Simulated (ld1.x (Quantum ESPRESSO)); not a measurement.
**iodine (I): RRKJ pseudisation with PBE, fully relativistic reference atom.**

- Element: iodine
- Generator: ld1.x (Quantum ESPRESSO) 7.5
- Type: norm-conserving RRKJ (Kleinman–Bylander form)
- Functional: PBE
- Relativity: fully relativistic
- Frozen core: [Kr]
- Valence charge: 17
- Reference configuration: 4d10 5s1.5 5p5.5
- Partial waves: 5p (bound): rc 1.00 bohr; 4d (bound): rc 0.80 bohr; 5s (bound): rc 1.40 bohr
- Local potential: the s channel
- Core correction: none

Open shells are filled in proportion to 2j + 1 (rel_dist='average').

Question: Is a potential produced?

Answer: No. ld1.x (Quantum ESPRESSO) 7.5 stopped with "compute_phi: phi has nodes before r_c": the RRKJ expansion in Bessel functions gave a pseudo-wave with a node inside its radius. Before that it printed "This function has    2 nodes for 0 < r <    1.005".
